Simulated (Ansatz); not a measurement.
Geometry optimisation, RKS B3LYP-D4/def2-SVP (Ansatz 0.2.0).

The input (input.yaml):

```yaml
crystal:
  periodic: [false, false, false]
  atoms:
    - { symbol: Se, position_ang: [-2.1103, 1.5338, 0.0946] }
    - { symbol: C, position_ang: [-0.7658, 0.2994, -0.2315] }
    - { symbol: "N", position_ang: [-0.4309, -0.3939, -1.3067] }
    - { symbol: Al, position_ang: [1.1385, -1.3194, -0.5538] }
    - { symbol: C, position_ang: [0.3235, -0.2655, 0.6519] }
    - { symbol: H, position_ang: [-1.2227, 2.7389, -0.3357] }
    - { symbol: H, position_ang: [2.2221, -2.3974, -0.9021] }
    - { symbol: H, position_ang: [-0.0799, -0.8023, 1.5138] }
    - { symbol: H, position_ang: [1.0139, 0.5601, 1.0524] }
basis:
  gaussian: { orbitals: def2-SVP }
hamiltonian:
  xc: b3lyp
  dispersion: d4
relax:
  f_tol: 0.015
  max_steps: 40
```

Command:

```bash
$ ansatz run input.yaml --threads 2 --pin off --max-ram 3072MiB --backend cpu --events-out ev --progress --plain --runs-dir out
```

Problem. Where does it end, and by what steps?

Solution. The forces met the threshold. After 13 steps the energy has fallen by 2.491 eV; H6 moved furthest, 1.34 Å. Joined: C2–Al4.

| step | energy less start (eV) | largest force component (eV/Å) | accepted |
| --- | --- | --- | --- |
| 0 | 0.0000 | 6.711 | yes |
| 1 | -1.9059 | 2.197 | yes |
| 2 | -2.1223 | 1.253 | yes |
| 3 | -2.1669 | 0.157 | yes |
| 4 | -2.1845 | 0.226 | yes |
| 5 | -2.2169 | 0.777 | yes |
| 6 | -2.2700 | 0.867 | yes |
| 7 | -2.3589 | 0.585 | yes |
| 8 | -2.4310 | 0.368 | yes |
| 9 | -2.4567 | 0.346 | yes |
| 10 | -2.4868 | 0.140 | yes |
| 11 | -2.4903 | 0.047 | yes |
| 12 | -2.4908 | 0.020 | yes |
| 13 | -2.4909 | 0.013 | yes |

```xyz
9
Properties=species:S:1:pos:R:3
Se -1.855 1.606 -0.507
C -0.514 0.196 -0.509
N -0.404 -0.590 -1.516
Al 0.986 -1.408 -0.602
C 0.436 -0.004 0.683
H -1.513 2.134 0.829
H 1.985 -2.596 -0.891
H -0.096 -0.263 1.613
H 1.063 0.880 0.885
```

Whether the end is a true minimum wasn't checked by a vibrational analysis.

The run took 44 s on 2 threads of Arm Neoverse V2 (shared host), peak memory 0.29 GiB.
